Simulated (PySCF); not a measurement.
Compound: C3H3ClF2O.
Geometry (GFN2-xTB, Å), atoms numbered from 1 in this order:
```xyz
10
C3H3ClF2O angstrom
C     -0.957   -0.674   -0.123
C     -0.126    0.590    0.026
F     -0.212    1.355   -1.092
F     -0.606    1.363    1.032
C      1.341    0.247    0.329
O      1.837    0.216    1.401
Cl     2.205   -0.189   -1.122
H     -0.591   -1.250   -0.968
H     -0.889   -1.262    0.789
H     -1.993   -0.390   -0.295
```

The calculation used TDDFT CAM-B3LYP/def2-SVPD, vertical, gas phase, core orbitals frozen in the response (PySCF 2.14.0, density-fitted response routines).

Kohn–Sham orbitals with the atoms that hold most of them (Löwdin shares over 4%, at most four atoms; ? is withheld):

| orbital | ε (eV) | atoms |
| --- | --- | --- |
| LUMO+2 | 1.31 | Cl7 36%, C1 16%, C5 10%, H10 8% |
| LUMO+1 | 1.04 | Cl7 46%, C5 15%, C1 11%, O6 6% |
| LUMO | -0.82 | C5 40%, O6 33%, Cl7 13%, C2 6% |
| HOMO | -10.57 | ? |
| HOMO-1 | -11.28 | ? |
| HOMO-2 | -11.42 | Cl7 73%, O6 14%, C5 10% |
| HOMO-3 | -12.84 | F4 22%, C1 20%, F3 20%, C2 12% |

(1) Give the leading atoms of the HOMO-1.

(2) Which atoms hold the HOMO, and with what shares?

(3) The HOMO–LUMO gap is 9.75 eV. Where does the response calculation put the lowest singlet, and from which orbitals?

(4) Give energy, strength and leading configuration of S1, S2 and S3, and follow the Löwdin shares of the leading atoms from the occupied to the empty orbital.

Answers

(1) Cl7 (bonded to C) 76%; C5 (bonded to C, Cl and O) 8%; F4 (bonded to C) 4%; C2 (bonded to 2 C and 2 F) 4%. By element: chlorine 76%, carbon 12% or more, fluorine 4% or more.

(2) O6 (bonded to C) 50%; Cl7 (bonded to C) 21%; C5 (bonded to C, Cl and O) 9%; C2 (bonded to 2 C and 2 F) 8%. By element: oxygen 50%, chlorine 21%, carbon 17% or more.

(3) S1 is at 4.91 eV (f = 0.0013), 4.84 eV below the gap, made of HOMO→LUMO (96%). 

(4) 
- S1 (4.91 eV, f 0.0013), HOMO→LUMO (96%): O6 50% → 33%, Cl7 21% → 13%, C5 9% → 40%
- S2 (6.42 eV, f 0.0016), HOMO-1→LUMO (95%): Cl7 76% → 13%, C5 8% → 40%, O6 at most 4% → 33%
- S3 (6.97 eV, f 0.031), HOMO-2→LUMO (81%): Cl7 73% → 13%, O6 14% → 33%, C5 10% → 40%

Löwdin shares depend on the basis, the more so with diffuse functions.

One conformer stands for the species.
